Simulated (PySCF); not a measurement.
Molecule: `InChI=1S/C6H10O/c1-4-6(2)5-7-3/h4H,1-2,5H2,3H3`.

Geometry (Å), atoms numbered from 1 in this order:
```xyz
17

C     0.5188   -2.6168    0.2033
C     1.3100   -1.5928    0.5018
C     0.9517   -0.1815    0.4685
C     1.8393    0.7576    0.7894
C    -0.4540    0.1723    0.0588
O    -0.6516    1.5653    0.0727
C    -1.9510    1.9306   -0.3037
H     0.8738   -3.6319    0.2563
H    -0.5052   -2.4921   -0.1041
H     2.3314   -1.7866    0.8041
H     2.8440    0.5037    1.0819
H     1.5780    1.7994    0.7655
H    -0.6487   -0.2229   -0.9532
H    -1.1667   -0.3135    0.7477
H    -1.9957    3.0171   -0.2595
H    -2.7002    1.5069    0.3784
H    -2.1811    1.5973   -1.3246
```

Frames of a GFN2-xTB Langevin trajectory at 200 K; GIAO PBE0/pcSseg-1 shieldings in PySCF 2.14, gas phase, non-relativistic; equivalent atoms averaged within each frame.

Shifts are taken against calculated references (same method and geometry level): TMS for $^{13}$C (σref 186.93) and $^{1}$H (σref 31.72); $^{17}$O (σref 336.08) vs H2O. The references are static minima.

**Question.** How do the shifts (ppm) fluctuate along the trajectory?

**Answer.** 
```
         time (fs)     C3     C2     C4     C1    C5    C7    O6   H10    H9   H12
optimised geometry  149.3  145.8  124.6  116.3  75.7  61.3  14.3  6.69  5.14  5.88
               250  156.0  151.3  125.9  122.3  77.0  58.6   6.7  6.59  6.10  5.62
               425  157.1  149.1  127.6  117.7  76.6  60.8  17.9  7.01  5.15  6.00
               625  152.3  140.4  126.8  115.7  88.2  63.7  40.6  6.79  4.95  6.22
               800  152.1  154.1  126.1  122.2  80.7  55.2  14.6  6.92  5.15  5.75
              1000  152.2  150.4  130.0  122.1  75.0  64.0  20.0  6.81  5.44  5.33
    mean of frames  153.9  149.0  127.3  120.0  79.5  60.5  20.0  6.82  5.36  5.78
standard deviation    2.4    5.2    1.6    3.1   5.3   3.7  12.6  0.16  0.45  0.34
```

5 frames give an uncertainty of the mean of about the standard deviation over 2.2 at best, since frames this close in time may not be independent; classical motion lacks zero-point vibration, and the reference would need the same averaging.
